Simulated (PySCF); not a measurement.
C4H12NSSi (doublet state).
Structure used (GFN2-xTB), in Å, numbered top down from 1:
```
atom  x, y, z in Å
C1    -1.2641    0.8474   -1.8397
C2    -1.6392   -0.0478   -0.7226
C3    -0.8488   -0.2092    0.4359
C4    -1.5036   -0.8275    1.6467
S5     0.6299   -1.5342   -0.0688
Si6    2.3490   -0.4777    0.6073
N7     2.4303    0.9762   -0.3154
H8    -0.4264    1.4843   -1.5657
H9    -0.9901    0.2659   -2.7242
H10   -2.1112    1.4743   -2.1259
H11   -2.4537   -0.7357   -0.8929
H12   -0.2287    0.6521    0.6730
H13   -1.9906   -1.7614    1.3780
H14   -0.7669   -1.0311    2.4195
H15   -2.2505   -0.1423    2.0470
H16    3.4426   -1.4340    0.4762
H17    2.1553   -0.0413    1.9866
H18    2.2938    0.9156   -1.3129
H19    3.1631    1.6356   -0.1096
```

The hyperfine couplings belong to this conformer and change with its torsions.

As a line formula: `N[SiH2]S[C@@H]([CH]C)C` [radical].

Method used: UKS B3LYP, pcH-1 on C H N S Si, non-relativistic, mean-field spin-orbit, GIAO (PySCF). Geometry: GFN2-xTB, one conformer, isolated molecule. The geometry wasn't refined by DFT: couplings that depend on bond lengths, twists or pyramidal angles can differ widely from those at the functional's own minimum. The SCF solution wasn't tested for stability.

Task: Break the g tensor into its mass correction, gauge correction and orbital-Zeeman/spin–orbit terms.

Result: 
```tsv
Δg (ppt)	1	2	3
relativistic mass correction	-0.17	-0.17	-0.17
gauge correction	0.00	0.00	0.02
orbital Zeeman/spin–orbit	0.02	2.26	6.22
total	-0.16	2.08	6.07
```

So g = 2.00216, 2.00440, 2.00839 and g_iso = 2.00498; the tensor is rhombic: the two nearest values differ by 36 % of g3 − g1. Axes: g1 points within 12° of the C3–S5 bond and g2 points within 5° of the C3–C4 bond.

Task: At 9.649 GHz, how far is the centre of the isotropic spectrum from where a free electron (g = 2.002319) resonates?

Result: B = hν/(g μB) with μB/h = 13.99624 MHz/mT gives 344.30 mT for the free electron and 343.84 mT at g_iso, 0.46 mT lower.

Task: What effective moment and Curie constant follow for a powder?

Result: With the mean of g² = 4.0200 and S(S+1) = 0.75: μ_eff = √(⟨g²⟩S(S+1)) = 1.736 μB and χT = 0.12505·⟨g²⟩·S(S+1) = 0.377 cm³ K/mol (cgs; spin-Hamiltonian part alone).

Task: How much does each term add to the isotropic shift?

Result: The orbital-Zeeman/spin–orbit term 2.83, the mass correction -0.17 and the gauge correction 0.01 ppt, for a total of 2.66 ppt. The orbital-Zeeman/spin–orbit term is the largest in size. The mass correction is the same along every axis, so the anisotropy comes from the other two: their spans along these axes are 0.02 (gauge) and 6.20 ppt (orbital Zeeman/spin–orbit).

Task: In a frozen sample, at which fields do the three g values resonate at 9.5, 34, 94 and 263 GHz (hyperfine left aside), and which band first spreads them over more than twice a line width of 1.0 mT?

Result: 
| band | GHz | B(g3) mT | B(g2) mT | B(g1) mT | spread mT |
| --- | --- | --- | --- | --- | --- |
| X | 9.5 | 337.96 | 338.63 | 339.01 | 1.05 |
| Q | 34.0 | 1209.54 | 1211.94 | 1213.30 | 3.76 |
| W | 94.0 | 3344.02 | 3350.67 | 3354.42 | 10.40 |
| J | 263.0 | 9356.14 | 9374.74 | 9385.23 | 29.09 |

The spread grows in proportion to the frequency. Q band is the first where it exceeds 2.0 mT.

The largest Mulliken spin populations are on C2 (+0.87), S5 (+0.24), C3 (-0.11) and C1 (-0.07). The positive populations add up to 1.22 and the negative ones to -0.22, together 2S = 1. The angles at C2 add up to 359.0°, so it is planar; its axial dipolar tensor and the negative coupling of its proton fit spin in a p orbital normal to that plane.

The HOMO–LUMO gaps are 5.65 eV among the α and 4.16 eV among the β orbitals.
